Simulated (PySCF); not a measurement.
# Reading the logs of faulty runs: AlBCH5N

These are calculations, not measurements. They come from PySCF 2.14.0, an open-source quantum chemistry program, on an isolated molecule that a program drew, which may never have been made. The molecule is AlBCH5N (charge 0, singlet), drawn as the SMILES string `C=B[NH][AlH2]`.

Each row is a Hartree-Fock (HF) and frozen-core CCSD(T) single point in the cc-pV(D+d)Z basis, meant for a local HF minimum. Run 1 is clean. Each other run has one planted mistake out of seven kinds, and not every kind appears here: one electron removed, one electron added, multiplicity raised by two, geometry at a saddle point, minimal basis STO-3G, one bond length entered in bohr, all coordinates scaled. The reference is restricted for singlets and unrestricted otherwise, and also for a bond in bohr. Adding or removing an electron swaps singlet and doublet. Electrons count all cores. HOMO and LUMO are orbital energies over both spins, the gradient is its largest component, and the lowest frequency (negative if imaginary) is given only where the gradient is small. Bond lengths are over the 8 bonds as drawn. T1 is the CCSD diagnostic: over 0.02 (restricted) or 0.045 (unrestricted) a single reference is doubtful.

Geometry of the clean run:
```xyz
9
AlBCH5N, angstrom
C     1.3804    0.8800   -1.5535
B     0.1704    0.8749   -2.2405
N    -1.0460    0.8519   -2.8928
Al   -2.5960    0.1468   -2.2735
H     2.0978    0.0733   -1.6510
H     1.6614    1.6934   -0.8944
H    -1.0366    1.2795   -3.8044
H    -2.6135   -0.5181   -0.8545
H    -3.8350    0.2621   -3.2375
```

| run | electrons | basis functions | <S^2> | HOMO (eV) | LUMO (eV) | gradient (hartree/bohr) | lowest frequency (cm^-1) | mean bond (Å) | longest bond (Å) | T1 | HF (hartree) | CCSD(T) (hartree) | mistake |
|---|---|---|---|---|---|---|---|---|---|---|---|---|---|
| 1 | 36 | 90 | 0.000 | -8.05 | 1.30 | 2.5e-05 | 137 | 1.3625 | 1.812 | 0.0135 | -361.85447 | -362.35431 | no fault |
| 2 | 36 | 90 | 0.000 | -7.67 | 1.40 | 4.7e-05 | -611 | 1.3634 | 1.796 | 0.0152 | -361.83407 | -362.33152 | geometry at a saddle point |
| 3 | 36 | 90 | 2.059 | -3.92 | 0.29 | 9.0e-02 | - | 1.3625 | 1.812 | 0.0200 | -361.73511 | -362.21616 | multiplicity raised by two |
| 4 | 36 | 90 | 0.000 | -8.37 | 1.54 | 9.1e-02 | - | 1.2535 | 1.667 | 0.0111 | -361.78413 | -362.26942 | all coordinates scaled |
| 5 | 37 | 90 | 0.766 | 0.40 | 7.45 | 5.2e-02 | - | 1.3625 | 1.812 | 0.0176 | -361.82270 | -362.33849 | one electron added |
| 6 | 35 | 90 | 0.756 | -15.96 | -5.38 | 1.2e-01 | - | 1.3625 | 1.812 | 0.0145 | -361.61318 | -362.06803 | ? |

**Which mistake was planted in run 6, and what did it cost?**

It counts 35 electrons, one fewer than the clean run, at the same geometry and basis. So the mistake is: one electron removed. Subtracting run 1 and multiplying by 627.51 kcal/mol a hartree, the energy moved by 151.4 kcal/mol in HF and 179.6 kcal/mol in CCSD(T).

Cautions from the logs. Run 5: the HOMO is above zero, so the electron isn't bound and the energy depends on the basis.
